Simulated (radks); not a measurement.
Results of a calculation; reference values are marked as such.
Q: Successive ionisation energies (eV) of one element, from differences of total energies of ions in their ground configurations, starting at charge 22: 1100.5, 1157.4, 1214.9, 1273.0, 1331.6, 1390.6, 1527.7, 1584.5, 3820.4, 3988.3, 4158.5, 4330.5, 4504.2, 4678.9, 5002.9, 5144.9, 21607, 22190. Level of theory: Dirac Kohn-Sham, PBE, spin-unpolarised, spherical densities, point nucleus; open shells are shared between the two j in proportion to 2j + 1 (a radial shooting solver on a logarithmic mesh with Libxc functionals). Which element is it?

A: Zirconium (Z = 40). The first species listed is Zr22+ in [Ar], the last Zr39+ in 1s1.
